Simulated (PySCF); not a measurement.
Start geometry of `ClC1=CO[SiH2]OC1` from a GFN2-xTB structure with every atom displaced at random (by about 0.01 Å) (Å):
```
atom  x, y, z in Å
Cl1    2.7579    0.9750   -0.4860
C2     1.1764    0.3110   -0.1927
C3     1.0568   -0.9634    0.1513
O4    -0.0565   -1.5861    0.3914
Si5   -1.5256   -0.7791    0.3638
O6    -1.1756    0.8049    0.1524
C7     0.0486    1.2687   -0.3655
H8     1.9575   -1.5948    0.2733
H9    -2.2655   -1.3180   -0.7326
H10   -2.1102   -0.8510    1.7083
H11   -0.1009    1.4908   -1.4262
H12    0.2766    2.2138    0.1536
```

Question: What comes out of this run: PySCF 2.14.0, PBE0-D3(BJ)/def2-SVP geometry optimisation, gas phase?

Answer: 
```
atom  x, y, z in Å
Cl1    2.649    0.897   -0.705
C2     1.185    0.175   -0.124
C3     1.176   -1.118    0.240
O4     0.084   -1.784    0.685
Si5   -1.422   -1.074    0.417
O6    -1.140    0.557    0.487
C7     0.022    1.129   -0.064
H8     2.084   -1.725    0.193
H9    -1.903   -1.499   -0.925
H10   -2.341   -1.465    1.507
H11   -0.179    1.523   -1.079
H12    0.308    1.995    0.559
```

The energy falls by 19.1 kJ/mol over 13 energy and gradient evaluations, the largest force component goes from 0.0500 to 2.2e-04 Eh/bohr, and the atoms move by 0.235 Å rms after alignment. The bond that changes most is Si5–H9 (oxygen-bound silicon to Si–H hydrogen), which lengthens by 0.060 Å. Bonds longer at the end by more than 0.005 Å: 8 of 12; shorter: 2. Among the angles that change most is H9–Si5–H10, from 118.6° to 112.9°. Among the dihedrals that turn most is C3–O4–Si5–H10, from -117° to -150°. Rotational constants go from 4573, 1167, 948.6 to 4396, 1171, 952.7 MHz. The orientation of the end geometry is arbitrary; only internal coordinates are fixed.

The run used 131 basis functions and 87 SCF cycles in all.

PBE0-D3(BJ)/def2-SVP frequencies: not computed here. The numbers are those of one conformer.
